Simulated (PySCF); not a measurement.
# BeN⁺: energy against distance

Set-up: Be 3-21G, N 3-21G; no relativity (PySCF 2.14). Energies in eV from Be⁺ + N in their ground configurations at the same level. State: ³Σ⁻ (triplet), unpaired electrons π ↑↑.

All columns are PBE0. A positive dipole points towards N; it is taken about the centre of mass and depends on that origin.

| R (Å) | E (eV) | μ (D) | Mulliken charge on Be (basis-dependent) | HOMO (eV) | LUMO (eV) | Mayer bond order | ⟨S²⟩ |
| --- | --- | --- | --- | --- | --- | --- | --- |
| 1.419 | -1.308 | -6.81 | 1.05 | -15.12 | -11.24 | 1.42 | 2.00 |
| 1.485 | -1.673 | -6.92 | 1.07 | -15.05 | -11.12 | 1.39 | 2.00 |
| 1.551 | -1.871 | -6.99 | 1.07 | -14.97 | -11.10 | 1.36 | 2.01 |
| 1.601 | -1.939 | -6.99 | 1.07 | -14.90 | -11.07 | 1.33 | 2.02 |
| 1.650 | -1.957 | -6.93 | 1.07 | -14.85 | -11.05 | 1.30 | 2.04 |
| 1.700 | -1.940 | -6.78 | 1.06 | -14.81 | -11.14 | 1.26 | 2.08 |
| 1.766 | -1.880 | -6.53 | 1.03 | -14.79 | -11.18 | 1.18 | 2.15 |
| 1.848 | -1.769 | -6.25 | 1.01 | -14.77 | -11.15 | 1.08 | 2.25 |
| 1.947 | -1.610 | -5.99 | 0.97 | -14.76 | -11.03 | 0.95 | 2.35 |
| 2.079 | -1.387 | -5.78 | 0.93 | -14.75 | -10.81 | 0.78 | 2.48 |

A fit through these points gives, at Re = 1.648 Å, μ = -6.93 D and dμ/dR = 2.16 D/Å; the reduced mass is 5.483 u.

**Question.** How strong is the fundamental in the double-harmonic approximation, I = 42.26·(dμ/dR)²/μred km/mol?

**Answer.** I = 42.26·(2.16)²/5.483 = 36.0 km/mol at PBE0.

⟨S²⟩ of the unrestricted solution departs from its pure value on part of the curve, where spin states mix. For an ion De counts to the pair picked by the measured ionisation energies or electron affinities, which need not be the lowest pair at this level. 3-21G is very small, so such numbers show the basis as much as the molecule. The state is the lowest determinant that a PBE0 search found; another state may lie lower at other levels.
